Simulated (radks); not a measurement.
All-electron atom: I11+ in [Kr] 4d6.

All-electron calculation, scalar-relativistic Kohn-Sham, exchange-only LDA, spin-polarised, spherical densities, point nucleus; open shells are filled with parallel spins first (spin-orbit coupling, left out, can overturn this in heavy ions). Program: a radial shooting solver on a logarithmic mesh with Libxc functionals.

Energy parts (eV):
| part | energy |
|---|---|
| total | -192306.241 |
| kinetic | 201964.157 |
| electron-nucleus | -456919.194 |
| Hartree | 67097.922 |
| exchange | -4449.125 |

Orbitals (lengths in bohr, moments of r in powers of bohr; r(max) is where P^2 peaks; r(90%) holds 90 % of the orbital's charge):
[
 {"orbital": "1s up", "occ.": "1", "eigenvalue (eV)": "-33159.17", "<r^4>": "2.650e-06", "r(max)": "0.01756", "r(90%)": "0.0490"},
 {"orbital": "1s down", "occ.": "1", "eigenvalue (eV)": "-33159.12", "<r^4>": "2.650e-06", "r(max)": "0.01756", "r(90%)": "0.0490"},
 {"orbital": "2s up", "occ.": "1", "eigenvalue (eV)": "-5303.521", "<r^4>": "0.0004511", "r(max)": "0.09921", "r(90%)": "0.181"},
 {"orbital": "2s down", "occ.": "1", "eigenvalue (eV)": "-5301.824", "<r^4>": "0.0004511", "r(max)": "0.09920", "r(90%)": "0.181"},
 {"orbital": "2p up", "occ.": "3", "eigenvalue (eV)": "-4784.379", "<r^4>": "0.0003257", "r(max)": "0.07950", "r(90%)": "0.167"},
 {"orbital": "2p down", "occ.": "3", "eigenvalue (eV)": "-4783.017", "<r^4>": "0.0003256", "r(max)": "0.07949", "r(90%)": "0.167"},
 {"orbital": "3s up", "occ.": "1", "eigenvalue (eV)": "-1233.773", "<r^4>": "0.01930", "r(max)": "0.2857", "r(90%)": "0.461"},
 {"orbital": "3s down", "occ.": "1", "eigenvalue (eV)": "-1232.570", "<r^4>": "0.01923", "r(max)": "0.2857", "r(90%)": "0.461"},
 {"orbital": "3p up", "occ.": "3", "eigenvalue (eV)": "-1065.616", "<r^4>": "0.02020", "r(max)": "0.2793", "r(90%)": "0.468"},
 {"orbital": "3p down", "occ.": "3", "eigenvalue (eV)": "-1064.325", "<r^4>": "0.02011", "r(max)": "0.2793", "r(90%)": "0.467"},
 {"orbital": "3d up", "occ.": "5", "eigenvalue (eV)": "-813.8484", "<r^4>": "0.01746", "r(max)": "0.2309", "r(90%)": "0.452"},
 {"orbital": "3d down", "occ.": "5", "eigenvalue (eV)": "-812.1854", "<r^4>": "0.01737", "r(max)": "0.2311", "r(90%)": "0.451"},
 {"orbital": "4s up", "occ.": "1", "eigenvalue (eV)": "-375.4937", "<r^4>": "0.4826", "r(max)": "0.6712", "r(90%)": "1.03"},
 {"orbital": "4s down", "occ.": "1", "eigenvalue (eV)": "-369.9196", "<r^4>": "0.4835", "r(max)": "0.6702", "r(90%)": "1.03"},
 {"orbital": "4p up", "occ.": "3", "eigenvalue (eV)": "-320.5373", "<r^4>": "0.6138", "r(max)": "0.7004", "r(90%)": "1.09"},
 {"orbital": "4p down", "occ.": "3", "eigenvalue (eV)": "-314.9640", "<r^4>": "0.6175", "r(max)": "0.6995", "r(90%)": "1.10"},
 {"orbital": "4d up", "occ.": "5", "eigenvalue (eV)": "-238.7915", "<r^4>": "0.9342", "r(max)": "0.7419", "r(90%)": "1.22"},
 {"orbital": "4d down", "occ.": "1", "eigenvalue (eV)": "-233.3251", "<r^4>": "0.9520", "r(max)": "0.7413", "r(90%)": "1.23"},
 {"orbital": "5s up", "occ.": "0", "eigenvalue (eV)": "-164.7309", "<r^4>": "7.213", "r(max)": "1.400", "r(90%)": "2.01"},
 {"orbital": "5s down", "occ.": "0", "eigenvalue (eV)": "-161.7058", "<r^4>": "7.499", "r(max)": "1.410", "r(90%)": "2.03"},
 {"orbital": "5p up", "occ.": "0", "eigenvalue (eV)": "-145.3226", "<r^4>": "9.620", "r(max)": "1.501", "r(90%)": "2.16"},
 {"orbital": "5p down", "occ.": "0", "eigenvalue (eV)": "-142.6496", "<r^4>": "10.06", "r(max)": "1.514", "r(90%)": "2.19"}
]

The highest occupied level is 4d down at -233.33 eV. Summed over all electrons, <r^2> = 11.71 bohr^2, which gives a Langevin (diamagnetic) susceptibility term of -9.28 x 10^-6 cm^3/mol. The density falls to 0.001 e/bohr^3 at r = 2.04 bohr. Spin moment in Bohr magnetons: 4.
